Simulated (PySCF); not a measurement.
A structure optimised at ωB97X-D3(BJ)/def2-SVP, used in a PySCF frequency run:

```xyz
11

C      2.3272     0.4578    -1.1355
C      1.4086     0.2407    -0.3706
Si    -0.0409    -0.0699     0.7221
F      0.1540    -1.5142     1.4506
C     -1.5430    -0.0761    -0.4058
O     -1.5299     1.1454    -1.1367
H      3.1504     0.6482    -1.8046
H     -0.1086     0.9710     1.7731
H     -1.5619    -0.9679    -1.0626
H     -2.4769    -0.0972     0.1786
H     -0.7339     1.1552    -1.6836
```

### Question
Write its SMILES and formula.

### Answer
C#C[Si@H](F)CO, C3H5FOSi

### Question
What are its rotational constants (standard atomic weights)?

### Answer
2.9025, 2.6446, 1.5019 GHz
